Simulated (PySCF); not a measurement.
Question: What does the PBE0-D3(BJ)/def2-SVP structure of Cu(PH3)(NH2), `[NH2][Cu]<-[PH3]` look like in three dimensions? (Singlet state.)

Answer: 
```
atom  x, y, z in Å
Cu1    0.006    0.015   -0.522
P2     0.002   -0.002    1.631
H3    -1.120   -0.545    2.312
H4     0.099    1.200    2.387
H5     1.007   -0.724    2.328
N6     0.003    0.031   -2.319
H7     0.827    0.000   -2.909
H8    -0.822    0.024   -2.908
```

Orientation and origin are arbitrary. Atoms count from 1 in this order. Cu1 (copper bonded to N and P) is linear (angle 179.8°). N6 (nitrogen bonded to Cu and 2 H) is planar (angles 125.6°, 125.5° and 108.9°, sum 359.9°, 0.02 Å off the plane of its three neighbours). P2 (phosphorus bonded to Cu and 3 H) has angles from 97.0° to 121.6°.

Bonds between heavy atoms (Å): Cu1–P2 2.154, Cu1–N6 1.797.

Method: PBE0-D3(BJ)/def2-SVP geometry optimisation, gas phase in PySCF.

Point group: near Cs, missed by 0.09 Å at most; the miss may be what the optimiser left on a soft mode. No PBE0-D3(BJ)/def2-SVP frequencies stand behind this structure, so it isn't proved a minimum.
